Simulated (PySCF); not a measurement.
Ge⁺: excitation energy

Ge⁺ [Ar] 3d10 4s2 4p1 (2P) → Ge⁺ [Ar] 3d10 4s1 4p2 (4P), as a difference of total energies. All numbers are calculated (PySCF 2.14, a scalar-relativistic core potential, in aug-cc-pVTZ-PP with one added diffuse shell each of s, d, f type with ECP10MDF (7s5p5d3f, 68 functions)). Correlated levels: valence: 3s2 3p6 3d10 frozen. The calculations carry no spin-orbit coupling.

```csv
method,excitation energy (cm⁻¹)
UHF,39220
LDA,57598
PBE,55380
PBE0,52323
r2SCAN,50709
BHandHLYP,53570
wB97X-V,54229
MN15,53736
r2SCANh,50167
MP2 (valence),45616
SCS-MP2 (valence),48040
```

Errors of the correlated levels include the incompleteness of this basis and the frozen core.

For comparison: 51531 cm⁻¹ (measured; NIST levels, between the centres of gravity of the two terms).
